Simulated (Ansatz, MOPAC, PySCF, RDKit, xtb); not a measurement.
Torsion H3–Se1–Te2–H4 in H2SeTe (SMILES [SeH][TeH]); at each angle all else is relaxed with GFN2-xTB, and the levels are single points there.
Geometry at 90° (charge 0, multiplicity 1):
```xyz
4

Se    -1.212     0.666     0.364
Te     1.168     0.635    -0.334
H     -1.691    -0.479    -0.381
H      0.890     1.612    -1.629
```

```json
[
 {"level": "UFF", "energy at 0° less that at 90° (meV)": "248.7", "cost": "-"},
 {"level": "GFN-FF", "energy at 0° less that at 90° (meV)": "173.7", "cost": "-"},
 {"level": "PM6", "energy at 0° less that at 90° (meV)": "-72.1", "cost": "-"},
 {"level": "PM7", "energy at 0° less that at 90° (meV)": "17.9", "cost": "-"},
 {"level": "GFN1-xTB", "energy at 0° less that at 90° (meV)": "180.5", "cost": "-"},
 {"level": "HF/3-21G", "energy at 0° less that at 90° (meV)": "194.8", "cost": "-"},
 {"level": "SVWN5/def2-TZVPP", "energy at 0° less that at 90° (meV)": "286.9", "cost": "×0.8"},
 {"level": "PBE/def2-TZVPP", "energy at 0° less that at 90° (meV)": "272.3", "cost": "×1"},
 {"level": "BLYP-D4/def2-TZVPP", "energy at 0° less that at 90° (meV)": "249.9", "cost": "×1"},
 {"level": "r2SCAN-D3(BJ)/def2-TZVPP", "energy at 0° less that at 90° (meV)": "279.9", "cost": "×2"},
 {"level": "r2SCAN-D4/def2-TZVPP", "energy at 0° less that at 90° (meV)": "279.9", "cost": "×2"},
 {"level": "B3LYP/LANL2DZ", "energy at 0° less that at 90° (meV)": "217.6", "cost": "-"},
 {"level": "PBE0/def2-TZVPP", "energy at 0° less that at 90° (meV)": "276.9", "cost": "×2"},
 {"level": "wB97X-V/def2-TZVPP", "energy at 0° less that at 90° (meV)": "272.0", "cost": "×4"},
 {"level": "wB97M-V/def2-TZVPP", "energy at 0° less that at 90° (meV)": "267.7", "cost": "×4"},
 {"level": "MP2/CBS(def2-TZVPP, def2-QZVPP)", "energy at 0° less that at 90° (meV)": "269.4", "cost": "-"},
 {"level": "SCS-MP2/def2-TZVPP", "energy at 0° less that at 90° (meV)": "264.6", "cost": "-"},
 {"level": "CCSD/def2-QZVPP", "energy at 0° less that at 90° (meV)": "259.1", "cost": "-"},
 {"level": "CCSD(T)/def2-QZVPP", "energy at 0° less that at 90° (meV)": "260.0", "cost": "×100*"},
 {"level": "CCSD(T)/CBS(def2-TZVPP, def2-QZVPP)", "energy at 0° less that at 90° (meV)": "261.1", "cost": "×100*"}
]
```

The rows run from -72.1 (PM6) to 286.9 meV (SVWN5/def2-TZVPP). The 5 functionals in def2-TZVPP without D3 or D4 span 19.2, from wB97M-V to SVWN5.

On the grid 0° to 330°, 0° is the highest and 90° the lowest point at CCSD(T)/CBS(def2-TZVPP, def2-QZVPP).

Cores are frozen in the correlated methods. Filled d and f shells under p-block atoms count as core. CBS(a, b) extrapolates the correlation energy as X⁻³ and adds the Hartree–Fock energy of set b. Rows in 3-21G, LANL2DZ carry no dispersion term and start afresh at each structure; the Pople sets are all-electron and without relativity. LANL2DZ brings its own core potentials from Na on. The state reached by PM6, PM7 isn't checked; PM7 holds dispersion and hydrogen-bond terms.

Codes used: Ansatz (Gaussian basis) for Hartree–Fock, density functionals and correlated methods; MOPAC for PM6, PM7 (differences of heats of formation); PySCF for 3-21G rows, LANL2DZ rows, the dispersion terms; RDKit for the force fields; xtb for the GFN methods. Values without a source in brackets are computed. In def2 rows elements past Kr take small-core potentials, without spin–orbit coupling.

Costs are rough ratios of core time to PBE/def2-TZVPP (about 2.1 s over the structures, on one shared machine); a dash marks a level with no comparable run of its own. A star marks coupled-cluster runs past 200 virtual orbitals, where the program's memory plan changes under this machine's limit, so their costs aren't comparable with smaller runs.

Ansatz is a quantum-chemistry and plane-wave program.
